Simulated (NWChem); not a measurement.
Species: Si2H4O2; SMILES O1[SiH2]O[SiH2]1

```xyz
8

O      1.1956     0.0000     0.0000
Si     0.0000     1.2053     0.0000
O     -1.1956     0.0000     0.0000
Si     0.0000    -1.2053     0.0000
H      0.0000     2.0463    -1.2254
H      0.0000     2.0463     1.2254
H      0.0000    -2.0463     1.2254
H      0.0000    -2.0463    -1.2254
```
Atoms are numbered in this order, from 1.

Geometry: optimised at PBE0/def2-SVP.

Task: Give the principal values of the shielding tensors (ppm) of O1, Si2 from KT2/pcSseg-1, GIAO (NWChem), with their diamagnetic and paramagnetic parts as GIAO splits them.

Result: 
| atom | σ11 | σ22 | σ33 | isotropic | diamagnetic | paramagnetic |
|---|---|---|---|---|---|---|
| O1 | 112.6 | 198.7 | 333.9 | 215.1 | 391.6 | -176.5 |
| Si2 | 312.1 | 316.7 | 391.5 | 340.1 | 882.4 | -542.3 |
